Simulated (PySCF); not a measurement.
## Spin states and ions at one geometry of [OsO3Cl3]−

PySCF 2.14.0, RKS B3LYP, Os def2-SVP with ECP60, O def2-SVP, Cl def2-SVP; non-relativistic Hamiltonian with scalar-relativistic core potentials where named; density fitting; no spin-orbit coupling; singlets restricted, open shells unrestricted. The geometry is relaxed for charge -1, singlet, vacuum:

```xyz
7

Os    0.1879    0.0385    0.0000
O    -0.1727    0.3340    1.6702
O    -0.1727    0.3340   -1.6702
O     1.8822   -0.2618    0.0000
Cl    0.4149    2.4928    0.0000
Cl   -2.2900   -0.4092    0.0000
Cl    0.1326   -2.4066    0.0000
```

Energies count from the relaxed state; an electron taken off or put on is at rest in vacuum. Charges and spins are Mulliken's.

```tsv
state	energy (eV)	spin squared	charge on Os1 (e)	spin on Os1 (e)	dipole about the centre of mass (D)
charge -1, singlet, vacuum	0.00	0.00	0.87	0.00	1.46
charge -1, triplet, vacuum	1.19	2.01	0.81	0.42	0.69
```

**Question.** What does the state charge 0, doublet, vacuum give?

**Answer.** energy (eV) 5.54, spin squared 0.83, charge on Os1 (e) 0.90, spin on Os1 (e) 0.02, dipole about the centre of mass (D) 1.65.

With an electron taken off (doublet) the charges change, summed by element, by Os +0.03 e, O +0.20 e, Cl +0.77 e. The vertical ionisation energy is 5.54 eV, against −ε(HOMO) = 3.39 eV of the relaxed state. The level lies 2.1 eV too high, as is usual for semilocal functionals and global hybrids, which keep a self-interaction error.

Open shells may have lower solutions than those found.
